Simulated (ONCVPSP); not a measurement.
**Before and after: ONCV potential for manganese**

ONCVPSP 4.0.1 input, shortened (lines: element, Z, core and valence counts, functional; n l f; lmax; l rc ep ncon nbas qcut; lloc lpopt rc5 dvloc0; l nproj debl; icmod fcfact rcfact), PBE, scalar-relativistic:

```
  Mn 25.00    5    2        4      upf
    1    0    2.00
    2    0    2.00
    2    1    6.00
    3    0    2.00
    3    1    6.00
    3    2    5.00
    4    0    2.00
    2
    0    2.45    0.00    4    8    2.30
    1    1.95    0.07    3    7    4.00
    2    1.25    0.00    3    8   15.10
    4    1    0.95    0.00
    0    2    0.70
    1    2    1.20
    2    1    0.50
    0    0.00    0.00
```

Change: all radii scaled by about 1.26 (s 3.08, p 2.46, d 1.58 bohr); local potential polynomial inside 1.20 bohr (lpopt 1, dvloc0 0 Ha). In the p channel the program set the typed energies aside and used 0.050, 1.250 Ha.

Cutoffs: the cutoffs (Ha) at which the residual kinetic energy of the hardest occupied pseudo-wave falls to 1 and 0.1 mHa per electron; they do not see the model core or the augmentation charge, which bear on the density cutoff. Errors are all-electron minus pseudo energies relative to the spin-unpolarised reference configuration.

Question: Predict the effect on cutoff, ghosts and configuration errors.

Answer: The potential gets softer (70 Ha and 81 Ha → 61 Ha and 72 Ha); the bound ghosts move from p, s to s; the number of tests with a reliable result goes from 4 to 1. A larger radius leaves more room for a smooth pseudo-wave, so fewer plane waves are needed.

```
                           quantity               base            changed
                      cutoff, loose              70 Ha              61 Ha
                      cutoff, tight              81 Ha              72 Ha
            loose cutoff by channel  s 6.5 Ha, d 70 Ha  s 2.6 Ha, d 61 Ha
                       bound ghosts               s, p                  s
        GHOST(+) flags under 300 eV      p at 104.0 eV       p at 67.6 eV
       tests with a reliable result             4 of 4             1 of 4
error for 3d5 4s1, meV [ΔE 8.42 eV]               +5.1               +0.9
```

 A true bound ghost makes a file unfit for plane-wave use even where its test errors are small: the radial tests pick states by their node count and pass the ghost by.
